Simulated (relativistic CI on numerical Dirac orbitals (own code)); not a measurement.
# Line list: Electric-dipole lines, Cd

These numbers are calculated, not measured: Dirac-Coulomb-Breit CI, orbitals from a KLI potential per configuration, model QED (radiative potential, 1s self-energy scaled to tabulated hydrogen-like ionisation energies), valence Slater integrals scaled by 0.85, P86 correlation energy added to each configuration (own radial code, finite nucleus).

Configuration list (outside the closed core [Kr] 4d10): 5s², 5s5p, 5s6s, 5s5d, 5p², 5s7s, 5s6p, 5s7p, 5s4f, 5s6d, 5s5g, 5s5f, 5s7d, 5s6g, 5d². Levels of other configurations are missing.

```
λ vac (Å)          Lower          Upper   A (s⁻¹)  E lower (cm⁻¹)  E upper (cm⁻¹)
   3487.2  5s5p ³P°0 [2]  5s5d ³D1 [12]  9.03e+07         25514.0         54190.6
   3547.4  5s5p ³P°1 [3]  5s5d ³D2 [13]  1.21e+08         26006.7         54196.7
   3548.1  5s5p ³P°1 [3]  5s5d ³D1 [12]  6.63e+07         26006.7         54190.6
   3676.1  5s5p ³P°2 [4]  5s5d ³D3 [14]  1.56e+08         27003.5         54206.4
   3677.4  5s5p ³P°2 [4]  5s5d ³D2 [13]  3.85e+07         27003.5         54196.7
   3678.2  5s5p ³P°2 [4]  5s5d ³D1 [12]  4.23e+06         27003.5         54190.6
   4476.1  5s5p ³P°1 [3]   5s6s ¹S0 [7]  8.76e+04         26006.7         48347.6
   4772.9  5s5p ³P°0 [2]   5s6s ³S1 [6]  1.58e+07         25514.0         46465.7
   4887.8  5s5p ³P°1 [3]   5s6s ³S1 [6]  4.63e+07         26006.7         46465.7
   5138.2  5s5p ³P°2 [4]   5s6s ³S1 [6]  7.31e+07         27003.5         46465.7
```

Terms are leading LS components. Brackets give the number of a level in order of energy, since labels repeat. The list gives strong lines, with weight on those to low levels, without lines whose two gauges differ by over a factor of 2.5, among the lowest 48 of 59 levels, so that lines to higher ones, which can be the strongest, are missing, and without lines across small gaps between configurations, and without 53 lines that miss the measured interval by over 3.5 %, start from a term whose rates miss tabulated ones by over 60 %, have gauges far apart or, lacking measured levels, span too small a gap for the errors found; lines with a level outside our table were not tested and can miss by more. Levels whose partners in the same complex of configurations lie outside the list can be far off, and so can their lines. Rates are taken at the computed energies, electric ones in the length gauge.

For a near-neutral ion this model can misplace configurations by up to about 10,000 cm⁻¹ (more where the count of f electrons changes) and terms by 10 to 25 % of their spread. Rates follow the energies as ν³ (E1, M1) or ν⁵ (E2), so they and the lifetimes can be off by large factors. The fine structure of a lone outer electron comes out too small, for d and f at times inverted, and misplaced configurations move strength between like terms. 10 of the 10 excited levels that our extract of the measured tables holds in this range could be paired (the sources list more); they are missed by 4761 cm⁻¹ on average and 5593 at most, and levels without a partner can miss by more.

**Question.** From the table, what is the radiative lifetime of 5s5d ³D1?

**Answer.** The listed rates from this level add up to about 1.61e+08 s⁻¹, 100 % of its decay; with all channels τ = 6.21e-09 s.
